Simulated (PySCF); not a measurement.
How methods differ on the excitation energy of Mg

Mg [Ne] 3s2 (1S) → Mg [Ne] 3p2 (3P), as a difference of total energies. All numbers are calculated (PySCF 2.14, the non-relativistic Hamiltonian (point nucleus), in aug-cc-pVDZ (5s4p2d, 27 functions)). Correlated levels: valence: [Ne] frozen. The calculations carry no spin-orbit coupling.

```tsv
method	excitation energy (eV)
UHF	6.287
LDA	6.521
PBE	6.287
PBE0	6.413
r2SCAN	6.165
BHandHLYP	6.922
BP86	6.320
B2PLYP	6.856
MP2 (valence)	6.755
```

Problem. Estimate what SCS-MP2 (valence) gives.

Solution. 6.954 eV, closest to BHandHLYP among the rows shown.

Problem. Estimate what TPSSh gives.

Solution. 6.305 eV, closest to BP86 among the rows shown.

Errors of the correlated levels include the incompleteness of this basis and the frozen core.

For comparison: 7.173 eV (measured; NIST levels, between the centres of gravity of the two terms).
